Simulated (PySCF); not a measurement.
Be(NH2)(SiMe3), SMILES [Be]([Si](C)(C)C)[NH2] (GFN2-xTB optimised geometry):

```
17

Be     0.970    -0.899     0.000
N      2.482    -0.899     0.000
H      3.095    -1.463    -0.568
H      3.094    -0.334     0.569
Si    -1.204    -0.897    -0.009
C     -2.034    -1.849     1.439
C     -1.994    -1.681    -1.575
C     -2.009     0.846     0.084
H     -3.119    -1.816     1.389
H     -1.739    -2.895     1.438
H     -1.740    -1.432     2.399
H     -1.690    -2.719    -1.687
H     -1.683    -1.156    -2.474
H     -3.081    -1.662    -1.546
H     -1.702     1.463    -0.756
H     -1.710     1.365     0.991
H     -3.095     0.802     0.076
```

Level of theory: CAM-B3LYP/def2-SVP in PySCF.

What are the frontier orbital energies and the dipole moment?

HOMO-2 -9.26 eV, HOMO-1 -8.79 eV, HOMO -8.47 eV, LUMO 0.39 eV, LUMO+1 1.12 eV; dipole moment 2.14 D.

On the same geometry PBE/def2-SVP run with PySCF gives HOMO-2 -6.61 eV, HOMO-1 -5.98 eV, HOMO -5.97 eV, LUMO -1.37 eV, LUMO+1 -0.67 eV; dipole moment 2.03 D.

Meta-Löwdin charges at CAM-B3LYP/def2-SVP: Be1 1.02, N2 -1.05, H3 0.21, H4 0.21, Si5 0.29, C6 -0.53, C7 -0.53, C8 -0.53, H9 0.10, H10 0.10, H11 0.10, H12 0.10, H13 0.10, H14 0.10, H15 0.10, H16 0.10, H17 0.10.
